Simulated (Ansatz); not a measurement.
A short molecular-dynamics run on C3H7B (`BC(=C)C`).

```yaml
crystal:
  periodic: [false, false, false]
  atoms:
    - {symbol: B, position_ang: [-0.544057, 1.376938, 0.499101]}
    - {symbol: C, position_ang: [0.011468, -0.015370, 0.143819]}
    - {symbol: C, position_ang: [0.334399, -0.828099, 1.161734]}
    - {symbol: C, position_ang: [0.181885, -0.449228, -1.283205]}
    - {symbol: H, position_ang: [-0.864974, 2.157828, -0.351777]}
    - {symbol: H, position_ang: [-0.659485, 1.686164, 1.650026]}
    - {symbol: H, position_ang: [0.730077, -1.830420, 1.006420]}
    - {symbol: H, position_ang: [0.210396, -0.507091, 2.190416]}
    - {symbol: H, position_ang: [-0.770334, -0.402304, -1.819191]}
    - {symbol: H, position_ang: [0.864830, 0.221481, -1.812634]}
    - {symbol: H, position_ang: [0.571096, -1.466900, -1.364208]}
basis:
  gaussian: {orbitals: def2-SVP}
hamiltonian: {xc: {name: PBE}, dispersion: d3bj}
md: {timestep: 1 fs, n_steps: 50, ensemble: nvt_langevin, temperature: 1500, initial_velocities: maxwell_boltzmann, friction: 0.01, seed: 53}
```

```sh
$ ansatz run in.yaml --threads 2 --pin off --events-out ev --progress --plain --max-ram 4352MiB
```

```tsv
step	time (fs)	potential energy (eV)	kinetic (eV)	T (K)	conserved (eV)
0	0.0	-3891.6877	1.9389	1364	–
1	1.0	-3891.4893	1.7414	1225	–
2	2.0	-3891.1531	1.2955	911	–
3	3.0	-3891.0112	1.1276	793	–
4	4.0	-3890.9625	1.1523	810	–
5	5.0	-3890.8317	1.0058	707	–
6	6.0	-3890.6673	0.7923	557	–
7	7.0	-3890.5621	0.7350	517	–
8	8.0	-3890.5510	0.7483	526	–
9	9.0	-3890.7352	0.9829	691	–
10	10.0	-3891.0829	1.3154	925	–
11	11.0	-3891.3249	1.5531	1092	–
12	12.0	-3891.2140	1.5994	1125	–
13	13.0	-3890.8934	1.3446	946	–
14	14.0	-3890.8130	1.3671	961	–
15	15.0	-3890.8306	1.3346	939	–
16	16.0	-3890.7634	1.2740	896	–
17	17.0	-3890.6486	1.2763	898	–
18	18.0	-3890.4851	1.0469	736	–
19	19.0	-3890.3513	0.9807	690	–
20	20.0	-3890.4477	0.9373	659	–
21	21.0	-3890.7816	1.3881	976	–
22	22.0	-3891.0838	1.7855	1256	–
23	23.0	-3891.0759	1.7644	1241	–
24	24.0	-3890.7517	1.5695	1104	–
25	25.0	-3890.5636	1.5441	1086	–
26	26.0	-3890.6888	1.8285	1286	–
27	27.0	-3890.6774	1.8443	1297	–
28	28.0	-3890.4554	1.6251	1143	–
29	29.0	-3890.1837	1.5341	1079	–
30	30.0	-3889.9788	1.3198	928	–
31	31.0	-3889.9448	1.1161	785	–
32	32.0	-3890.2016	1.3523	951	–
33	33.0	-3890.5863	1.7345	1220	–
34	34.0	-3890.8137	1.8568	1306	–
35	35.0	-3890.7224	1.7617	1239	–
36	36.0	-3890.5419	1.5757	1108	–
37	37.0	-3890.6935	1.6998	1195	–
38	38.0	-3890.8711	1.7940	1262	–
39	39.0	-3890.7497	1.6603	1168	–
40	40.0	-3890.3761	1.3023	916	–
41	41.0	-3889.9421	0.9711	683	–
42	42.0	-3889.6964	0.7703	542	–
43	43.0	-3889.8004	0.9234	649	–
44	44.0	-3890.1019	1.3509	950	–
45	45.0	-3890.3659	1.6237	1142	–
46	46.0	-3890.5116	1.7394	1223	–
47	47.0	-3890.5079	1.6497	1160	–
48	48.0	-3890.4423	1.6390	1153	–
49	49.0	-3890.6035	1.8181	1279	–
50	50.0	-3890.8516	2.0116	1415	–
```

Velocities are drawn at the set temperature; a run this short doesn't reach equilibrium.

Frames (Å, forces in eV/Å):

```xyz
11
time=0.0 fs
B    -0.544    1.377    0.499    0.057   -0.139   -0.062
C     0.011   -0.015    0.144   -0.202    0.508   -0.634
C     0.334   -0.828    1.162    0.133   -0.322    0.420
C     0.182   -0.449   -1.283   -0.019    0.041    0.289
H    -0.865    2.158   -0.352   -0.130    0.318   -0.342
H    -0.659    1.686    1.650   -0.052    0.137    0.469
H     0.730   -1.830    1.006    0.222   -0.568   -0.073
H     0.210   -0.507    2.190   -0.065    0.164    0.597
H    -0.770   -0.402   -1.819   -0.462    0.036   -0.293
H     0.865    0.221   -1.813    0.320    0.336   -0.289
H     0.571   -1.467   -1.364    0.198   -0.512   -0.080
11
time=3.0 fs
B    -0.534    1.416    0.509    0.306   -1.212   -1.568
C     0.004   -0.017    0.124    0.185    0.969    0.061
C     0.335   -0.796    1.161    0.191   -2.323    3.524
C     0.205   -0.463   -1.300   -3.172   -3.294    2.421
H    -0.743    2.162   -0.453   -0.041    0.204    0.664
H    -0.720    1.536    1.672   -0.221    0.694    0.632
H     0.725   -1.878    1.162   -0.175    1.121   -0.777
H     0.155   -0.581    2.302    0.111    0.406   -1.921
H    -0.843   -0.638   -1.643    0.193    0.865   -0.773
H     0.782    0.215   -1.781    1.850    2.496   -2.510
H     0.548   -1.509   -1.404    0.773    0.074    0.246
11
time=6.0 fs
B    -0.520    1.438    0.508    0.119   -1.510   -0.526
C    -0.007   -0.009    0.111    0.872    0.314    1.048
C     0.342   -0.771    1.185   -0.349   -1.686    1.472
C     0.203   -0.488   -1.304   -0.207   -0.259   -0.381
H    -0.629    2.191   -0.478   -0.111    0.262    0.955
H    -0.776    1.446    1.730    0.005    0.886   -0.774
H     0.720   -1.834    1.233    0.239    0.508   -1.100
H     0.114   -0.611    2.273   -0.129    1.043   -0.648
H    -0.877   -0.809   -1.522    0.727    1.259   -1.068
H     0.800    0.370   -1.926   -1.761   -2.143    0.734
H     0.604   -1.561   -1.402    0.595    1.329    0.288
11
time=9.0 fs
B    -0.506    1.440    0.506   -0.065   -1.368   -0.023
C    -0.017   -0.011    0.115    1.293    0.013    1.020
C     0.328   -0.764    1.222   -1.169    1.407   -1.757
C     0.201   -0.512   -1.318    0.474    0.921   -0.061
H    -0.538    2.240   -0.441   -0.133    0.217    0.833
H    -0.830    1.442    1.738    0.179    0.839   -1.157
H     0.713   -1.731    1.217    1.352   -2.367   -0.701
H     0.073   -0.536    2.225   -0.535    1.121    1.401
H    -0.847   -0.849   -1.462   -0.224    0.592   -1.341
H     0.685    0.354   -2.060   -1.562   -2.252    1.554
H     0.703   -1.522   -1.413    0.390    0.878    0.230
11
time=12.0 fs
B    -0.491    1.431    0.507   -0.065   -0.637   -0.850
C    -0.032   -0.012    0.123    1.361    0.017    0.378
C     0.301   -0.749    1.254   -0.456    0.032   -0.524
C     0.202   -0.520   -1.336   -1.419   -1.695    3.701
H    -0.500    2.311   -0.362   -0.014   -0.036    0.528
H    -0.850    1.513    1.662   -0.049    0.557    0.042
H     0.798   -1.760    1.138   -0.230    0.725    0.406
H     0.001   -0.359    2.293    0.484   -0.635   -1.250
H    -0.836   -0.819   -1.485   -0.639   -0.492   -0.903
H     0.431    0.156   -2.082    0.788    2.291   -1.737
H     0.811   -1.431   -1.437    0.239   -0.127    0.209
11
time=15.0 fs
B    -0.479    1.414    0.503   -0.046   -0.182   -1.251
C    -0.051   -0.016    0.134    0.995   -0.165   -0.539
C     0.268   -0.730    1.278    0.555   -0.846   -1.066
C     0.192   -0.543   -1.330   -1.769   -0.166    1.463
H    -0.462    2.344   -0.253    0.210    0.296   -0.499
H    -0.882    1.668    1.562   -0.406    0.121    1.452
H     0.869   -1.759    1.102   -1.186    1.939    1.059
H    -0.053   -0.253    2.279    0.697   -1.157   -1.130
H    -0.874   -0.795   -1.596    0.335   -1.292    0.266
H     0.208    0.103   -2.207    1.140    1.457    0.098
H     0.940   -1.361   -1.452   -0.526   -0.007    0.147
11
time=18.0 fs
B    -0.475    1.400    0.484   -0.670    1.256    0.352
C    -0.052   -0.021    0.135    0.066   -0.372   -1.079
C     0.237   -0.712    1.291    0.201    0.524   -2.866
C     0.174   -0.577   -1.313   -2.147    2.135   -1.916
H    -0.379    2.391   -0.181    0.402    0.128   -0.948
H    -0.940    1.846    1.537    0.081   -0.924    0.191
H     0.842   -1.593    1.191    0.486   -1.116    0.553
H    -0.088   -0.257    2.187   -0.250    0.274    1.715
H    -0.869   -0.890   -1.702    1.017   -1.062    1.040
H     0.089    0.180   -2.329    1.347   -0.803    2.932
H     1.012   -1.296   -1.460   -0.533   -0.041    0.025
11
time=21.0 fs
B    -0.475    1.398    0.471   -0.580    2.460    0.522
C    -0.047   -0.030    0.123   -0.922    0.036   -1.343
C     0.209   -0.682    1.285   -0.173    1.079   -0.829
C     0.159   -0.594   -1.305   -1.642    1.858   -1.810
H    -0.253    2.445   -0.163    0.296   -0.758   -0.523
H    -0.996    1.948    1.520    0.329   -1.527   -0.562
H     0.853   -1.508    1.328    1.123   -2.011    0.194
H    -0.128   -0.234    2.200   -0.222    0.264    0.948
H    -0.784   -1.092   -1.717    0.630   -0.319    1.118
H     0.079    0.210   -2.218    1.022   -0.982    2.240
H     1.019   -1.263   -1.459    0.139   -0.101    0.046
11
time=24.0 fs
B    -0.491    1.418    0.452    0.432    1.666   -0.472
C    -0.061   -0.052    0.098   -1.552    0.810   -0.620
C     0.182   -0.651    1.275    2.235   -1.745    2.544
C     0.146   -0.604   -1.304   -0.838   -4.095    3.378
H    -0.115    2.470   -0.190   -0.090   -1.283   -0.031
H    -1.042    1.937    1.452    0.065   -1.152   -0.215
H     0.950   -1.559    1.477   -1.672    1.449   -0.758
H    -0.127   -0.176    2.261    0.130   -0.364   -0.951
H    -0.655   -1.338   -1.663    0.168    0.903    0.642
H     0.174    0.161   -1.932    0.270    3.894   -3.634
H     1.023   -1.242   -1.411    0.852   -0.083    0.116
11
time=27.0 fs
B    -0.505    1.454    0.427    1.967   -0.569   -2.534
C    -0.105   -0.075    0.065   -1.435    1.236    1.944
C     0.162   -0.630    1.282    1.909   -1.414    1.492
C     0.126   -0.631   -1.294    2.423    0.182    0.471
H     0.039    2.418   -0.253   -0.516   -1.121    0.417
H    -1.101    1.847    1.337   -0.883    0.044    1.309
H     0.919   -1.527    1.531   -1.480    1.338   -0.990
H    -0.118   -0.163    2.270   -0.153   -0.027   -0.813
H    -0.521   -1.489   -1.559   -1.054    0.874   -0.565
H     0.300    0.346   -1.843   -0.631   -1.444   -0.971
H     1.077   -1.266   -1.342   -0.145    0.902    0.240
11
time=30.0 fs
B    -0.503    1.487    0.389    0.925   -2.542   -1.538
C    -0.168   -0.090    0.038   -0.777    1.465    3.931
C     0.152   -0.612    1.304   -1.508    2.142   -2.343
C     0.125   -0.668   -1.286    3.010    2.875   -0.256
H     0.138    2.265   -0.308   -0.205    0.187    0.146
H    -1.237    1.770    1.273   -0.294    0.318    0.589
H     0.793   -1.403    1.487    1.804   -2.455    0.005
H    -0.139   -0.167    2.249   -0.569    0.680    0.351
H    -0.491   -1.551   -1.507   -1.163    0.699   -1.091
H     0.395    0.504   -1.859   -1.267   -3.954    0.140
H     1.098   -1.240   -1.257    0.044    0.585    0.066
11
time=33.0 fs
B    -0.501    1.498    0.340   -1.295   -2.973    0.531
C    -0.233   -0.094    0.043   -0.012    1.311    2.933
C     0.128   -0.591    1.306   -0.731    0.606   -1.780
C     0.144   -0.684   -1.291    0.657    2.126    0.662
H     0.204    2.159   -0.365    0.047    0.878   -0.044
H    -1.403    1.727    1.247    1.380    0.275   -1.030
H     0.794   -1.450    1.431    0.285   -0.406   -0.025
H    -0.205   -0.125    2.249   -0.109    0.127   -0.093
H    -0.555   -1.538   -1.545    0.126    1.229   -0.761
H     0.397    0.354   -1.844   -1.111   -2.609   -0.351
H     1.117   -1.151   -1.164    0.764   -0.564   -0.041
11
time=36.0 fs
B    -0.506    1.486    0.291   -1.204   -2.127    0.235
C    -0.298   -0.082    0.074    0.957    0.965   -0.480
C     0.092   -0.567    1.293    0.490   -1.393    0.297
C     0.171   -0.687   -1.290   -1.100   -4.484    5.689
H     0.268    2.116   -0.419   -0.392    0.537    0.353
H    -1.464    1.714    1.117    1.319    0.551   -0.704
H     0.819   -1.526    1.385   -1.474    1.958    0.018
H    -0.282   -0.055    2.236    0.478   -0.631   -0.650
H    -0.617   -1.445   -1.620    1.032    0.614   -0.009
H     0.320    0.059   -1.901    0.488    4.541   -4.341
H     1.192   -1.104   -1.076   -0.593   -0.530   -0.409
11
time=39.0 fs
B    -0.522    1.454    0.244   -0.289   -1.095   -0.593
C    -0.347   -0.061    0.098    1.793   -0.292   -2.799
C     0.057   -0.565    1.283   -0.019   -0.560    0.075
C     0.190   -0.708   -1.262   -0.413    2.268    0.373
H     0.281    2.064   -0.440   -0.310    0.523    0.246
H    -1.445    1.720    0.947   -0.108    1.027    0.568
H     0.756   -1.453    1.350   -0.568    0.658    0.258
H    -0.308   -0.014    2.161    0.201   -0.342    0.585
H    -0.641   -1.281   -1.697    0.282   -1.438    0.346
H     0.235    0.009   -2.178    0.378   -0.098    1.567
H     1.235   -1.078   -1.048   -0.948   -0.651   -0.626
11
time=42.0 fs
B    -0.542    1.423    0.198   -0.208    0.590   -0.629
C    -0.385   -0.040    0.108    2.410   -2.080   -3.703
C     0.025   -0.562    1.275   -2.470    2.465   -0.507
C     0.203   -0.716   -1.227   -1.090    3.855   -1.539
H     0.270    2.025   -0.457   -0.032    0.546   -0.008
H    -1.429    1.813    0.841   -0.706    1.057    0.957
H     0.682   -1.332    1.341    2.333   -2.937    0.498
H    -0.336   -0.014    2.115   -0.192    0.204    1.626
H    -0.619   -1.179   -1.738   -0.557   -2.305    0.200
H     0.191   -0.011   -2.366    0.743   -0.602    3.412
H     1.227   -1.092   -1.090   -0.232   -0.794   -0.307
11
time=45.0 fs
B    -0.562    1.406    0.140   -1.677    2.697    0.735
C    -0.415   -0.036    0.090    2.442   -2.827   -3.582
C    -0.020   -0.547    1.258    0.774   -1.032    1.434
C     0.211   -0.701   -1.204   -1.461    1.497   -2.398
H     0.256    2.019   -0.484    0.165    0.458   -0.266
H    -1.450    1.987    0.807    0.665   -0.224   -0.191
H     0.755   -1.402    1.330   -1.123    1.016    0.103
H    -0.365   -0.015    2.157    0.125   -0.337    0.469
H    -0.616   -1.223   -1.752    0.246   -1.433    1.006
H     0.193   -0.071   -2.248    0.868    0.176    2.496
H     1.223   -1.206   -1.156   -1.025    0.008    0.194
11
time=48.0 fs
B    -0.596    1.411    0.078   -1.608    3.014    1.300
C    -0.427   -0.050    0.037    1.960   -1.945   -1.191
C    -0.060   -0.537    1.243    1.515   -1.415    1.588
C     0.206   -0.681   -1.201   -2.421   -4.736    1.750
H     0.253    2.047   -0.503    0.030    0.185   -0.349
H    -1.445    2.141    0.781    1.079   -1.217   -0.757
H     0.777   -1.420    1.275   -1.940    1.830    0.204
H    -0.347   -0.040    2.224    0.135   -0.608   -0.815
H    -0.617   -1.379   -1.700    1.055    0.583    1.092
H     0.244   -0.072   -1.986    0.726    3.731   -3.635
H     1.130   -1.336   -1.222   -0.530    0.578    0.813
11
time=50.0 fs
B    -0.630    1.428    0.044   -0.717    1.933    0.935
C    -0.428   -0.060   -0.008    1.225   -0.731    1.419
C    -0.083   -0.534    1.235    0.558   -0.341    0.145
C     0.194   -0.679   -1.194   -2.349   -3.314   -1.217
H     0.239    2.060   -0.523   -0.014    0.082   -0.400
H    -1.400    2.189    0.730    0.519   -1.133   -0.444
H     0.709   -1.350    1.247   -0.741    0.557    0.315
H    -0.342   -0.075    2.220   -0.201   -0.208   -0.515
H    -0.575   -1.479   -1.637    0.713    1.630    0.385
H     0.326    0.068   -1.924    0.337    1.176   -1.708
H     1.040   -1.386   -1.234    0.669    0.349    1.083
```

Run time 56 s (2 threads of an Arm Neoverse V2 on a shared host); peak host memory 0.11 GiB.
